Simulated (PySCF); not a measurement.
**Exercise with solution: chemical shift, span and skew from a shielding tensor**

C₃H₆AlF₃, SMILES [CH3][Al]([CH3])[C](F)(F)F. Atoms are numbered in the order given.

```xyz
13

Al    -0.0545     0.2535     0.9805
C      0.0106    -0.2846    -0.9674
F     -1.1046     0.0366    -1.6699
F      0.2144    -1.6099    -1.1721
F      1.0440     0.3552    -1.5891
C     -1.0905     1.8526     1.3728
H     -0.5951     2.7355     0.9292
H     -1.2131     2.0488     2.4498
H     -2.0928     1.8030     0.9140
C      1.0008    -0.8457     2.1899
H      0.9292    -0.5381     3.2452
H      2.0665    -0.8089     1.9008
H      0.7041    -1.9069     2.1220
```
Charge 0, spin multiplicity 1.

Geometry: ωB97X-D3(BJ)/def2-SVP.

GIAO shieldings from HF/pcSseg-1 in PySCF, non-relativistic, no solvent. The symmetric part of the tensor of C2 has the principal values 55.0, 60.2, 87.8 ppm. The same nucleus in TMS has σ = 192.6 ppm at this level (PySCF, at its B3LYP-D3(BJ)/def2-TZVP geometry).

Q: Work out the isotropic shielding, the ¹³C shift against TMS, the span and the skew.

A: 
σ(iso) = (σ11 + σ22 + σ33)/3 = 67.7 ppm. δ = σ(ref) − σ(iso) = 192.6 − (67.7) = 124.9 ppm.
Span Ω = σ33 − σ11 = 32.8 ppm. Skew κ = 3(σ(iso) − σ22)/Ω = 0.68. Tumbling in solution averages the tensor to δ; in a static solid the shielding alone would spread this spin-1/2 line over Ω.
